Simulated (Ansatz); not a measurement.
CH6O2Si2, SMILES `O=CO[SiH2][SiH3]`. Charge 0, multiplicity 1.

Cartesian coordinates in Å:
```
O -1.790 0.430 0.748
C -1.494 -0.634 1.220
O -0.262 -1.118 1.254
Si 0.982 -0.149 0.587
Si 0.426 0.619 -1.553
H -2.215 -1.327 1.676
H 2.129 -1.089 0.589
H 1.256 0.960 1.535
H -0.189 1.967 -1.492
H -0.508 -0.347 -2.188
H 1.665 0.688 -2.377
```

(1) What are the harmonic wavenumbers in cm⁻¹ at PBE0-D4/def2-TZVP (Ansatz, finite differences of forces, unscaled)? (An estimate is asked.)

(2) Is this a minimum?

(3) Give the ideal-gas thermochemistry at 298.15 K and 1 bar (rigid rotor, harmonic oscillator; point group C1, symmetry number 1).

(4) Rotational constants (cm⁻¹)?

Answers

(1) Ansatz gave: 64, 101, 140, 178, 276, 389, 425, 523, 599, 696, 721, 799, 827, 890, 929, 942, 947, 1061, 1251, 1387, 1795, 2210, 2228, 2233, 2246, 2255, 3061.

(2) Yes, all 27 modes are real.

(3) Zero-point energy 174.5 kJ/mol; H(298) − E = 197.1 kJ/mol; entropy 361.0 J/(mol·K), of which translation 167.0, rotation 114.3, vibration 79.7; G(298) − E = 89.5 kJ/mol. Modes under 100 cm⁻¹ are hindered rotations or soft bends, so the harmonic entropy is rough.

(4) 0.1528, 0.07563, 0.05603.
